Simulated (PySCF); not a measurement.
SiCl₂, SMILES Cl[Si]Cl (connectivity only; charge and spin as stated), neutral, multiplicity 1.

Geometry: PBE0-D3(BJ)/def2-TZVP. The isomer is the one that the SMILES or the coordinates give; other isomers of the formula were not compared.

These are PySCF with SMD-B3LYP/def2-SVP values and carry that method's errors.

Solvation free energies are E(SMD) − E(gas) at the gas-phase geometry, for 1 M in both phases. In vacuum the dipole moment is 0.83 D.

### Question
Estimate the solvation free energies in water, chlorobenzene, ethylethanoate. (The exact figures need the calculation; the answer reports its results.)

### Answer

| solvent | ΔG(solv) (kcal/mol) | its non-electrostatic (CDS) part | dipole (D) |
|---|---|---|---|
| water | -0.5 | 0.7 | 1.10 |
| chlorobenzene | -3.3 | -2.4 | 1.03 |
| ethylethanoate | -3.2 | -2.2 | 1.03 |
